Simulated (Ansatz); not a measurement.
`B[SiH]1BO1`, 8 atoms. Charge 0, multiplicity 1. All runs use 2 threads of an Arm Neoverse V1 on a shared host. Correlated methods freeze the cores. Open-shell runs search over several starts.

**Question.** Give the basis size and wall time and peak host memory of each of these runs in Ansatz. UHF-MP2/def2-QZVPP energy of the cation; UKS PBE-D4/def2-TZVPP energy of the cation; UKS PBE0-D4/def2-TZVPP energy of the cation; RKS PBE0-D4/def2-TZVPP energy; RKS PBE0-D4/def2-TZVP relaxation (10 steps); RKS B3LYP-D4/def2-TZVPP energy and forces; UHF-MP2/def2-TZVPP energy of the cation; RKS PBE0-D4/def2-SVP energy; UKS B3LYP-D4/def2-TZVPP energy of the cation; RHF-CCSD(T)/def2-SVP energy; RHF-MP2/def2-QZVPP energy; RKS PBE0-D4/def2-QZVPP energy. (Best estimate.)

**Answer.** The calculation gave: Other jobs shared the machine, so times are rough.

| level | job | functions | wall time | peak host memory (GiB) |
| --- | --- | --- | --- | --- |
| RKS PBE0-D4/def2-SVP | energy | 80 | 1 s | 0.14 |
| RHF-CCSD(T)/def2-SVP | energy | 80 | 2.2 s | 0.22 |
| RKS PBE0-D4/def2-TZVPP | energy | 191 | 2.8 s | 0.39 |
| RKS B3LYP-D4/def2-TZVPP | energy and forces | 191 | 3.8 s | 0.38 |
| UHF-MP2/def2-TZVPP | energy of the cation | 191 | 5 s | 0.38 |
| UKS PBE-D4/def2-TZVPP | energy of the cation | 191 | 5 s | 0.27 |
| UKS PBE0-D4/def2-TZVPP | energy of the cation | 191 | 5.5 s | 0.45 |
| UKS B3LYP-D4/def2-TZVPP | energy of the cation | 191 | 6 s | 0.45 |
| RKS PBE0-D4/def2-QZVPP | energy | 361 | 7 s | 0.86 |
| RHF-MP2/def2-QZVPP | energy | 361 | 17 s | 1.4 |
| RKS PBE0-D4/def2-TZVP | relaxation (10 steps) | 154 | 31 s | 0.29 |
| UHF-MP2/def2-QZVPP | energy of the cation | 361 | 32 s | 1.5 |

B3LYP here is the variant with VWN-RPA as its local correlation; programs differ in this.
